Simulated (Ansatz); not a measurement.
Frontier orbitals of GaGeH5Te, SMILES `[GaH2][Te][GeH3]`.

```xyz
8

Ga    1.837   -0.422   -0.941
Te   -0.592   -0.783   -1.467
Ge   -1.446    0.305    0.690
H     2.203    0.294    0.399
H     2.854   -0.944   -2.006
H    -2.199   -0.746    1.519
H    -2.407    1.446    0.322
H    -0.251    0.850    1.484
```

The species carries charge 0 and has multiplicity 1. Correlated methods include outer-core shells of Ga, Ge, Te, which these sets cover unevenly. Scalar relativity is left out up to krypton. Te takes the def2 core potential. Geometry: relaxed with PBE0-D4/def2-TZVP. Basis def2-TZVPP, Ansatz 0.2.0.

```json
{"functional": "LC-ωPBE", "HOMO (eV)": "-9.08", "LUMO (eV)": "0.30"}
```

Task: Give HOMO and LUMO (eV) with LDA (SPW92), PBE, revPBE, BLYP, r2SCAN, B97M-V, PBE0, B3LYP, r2SCANh, r2SCAN0, HSE06 (plane-wave form), BHLYP, CAM-B3LYP, ωB97X-V, ωB97M-V, HF. (Estimate.)

Result: Computed: 
```json
{"functional": "LDA (SPW92)", "HOMO": "-5.92", "LUMO": "-2.66"}
{"functional": "PBE", "HOMO": "-5.78", "LUMO": "-2.40"}
{"functional": "revPBE", "HOMO": "-5.72", "LUMO": "-2.29"}
{"functional": "BLYP", "HOMO": "-5.60", "LUMO": "-2.32"}
{"functional": "r2SCAN", "HOMO": "-6.01", "LUMO": "-2.20"}
{"functional": "B97M-V", "HOMO": "-6.02", "LUMO": "-2.36"}
{"functional": "PBE0", "HOMO": "-6.71", "LUMO": "-1.68"}
{"functional": "B3LYP", "HOMO": "-6.51", "LUMO": "-1.90"}
{"functional": "r2SCANh", "HOMO": "-6.36", "LUMO": "-1.94"}
{"functional": "r2SCAN0", "HOMO": "-6.87", "LUMO": "-1.56"}
{"functional": "HSE06 (plane-wave form)", "HOMO": "-6.33", "LUMO": "-2.04"}
{"functional": "BHLYP", "HOMO": "-7.50", "LUMO": "-0.94"}
{"functional": "CAM-B3LYP", "HOMO": "-7.85", "LUMO": "-0.79"}
{"functional": "ωB97X-V", "HOMO": "-8.80", "LUMO": "0.17"}
{"functional": "ωB97M-V", "HOMO": "-8.69", "LUMO": "-0.01"}
{"functional": "HF", "HOMO": "-8.76", "LUMO": "1.05"}
```

B3LYP here is the variant with VWN-RPA as its local correlation; programs differ in this. LC-ωPBE has ω = 0.4 bohr⁻¹.
